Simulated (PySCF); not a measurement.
A structure optimised at PBE0-D3(BJ)/def2-SVP, used in a PySCF frequency run:

```
Mo
N 1 1.7217
H 2 1.0165 1 159.16
N 1 1.7250 2 111.56 3 -12.68
H 4 1.0182 1 152.25 2 4.01
O 1 1.8888 2 112.82 3 116.08
H 6 0.9632 1 123.94 2 -133.00
C 1 2.1102 2 103.75 3 -123.93
H 8 1.0992 1 112.18 2 57.10
H 8 1.1020 9 108.89 1 -120.37
H 8 1.1021 9 108.82 10 -119.78
```

Q: Write its SMILES and formula.

A: [CH3][Mo](=[NH])(=[NH])[OH], CH₆MoN₂O

Q: What are its rotational constants (standard atomic weights)?

A: 3.5430, 3.1516, 2.9800 GHz
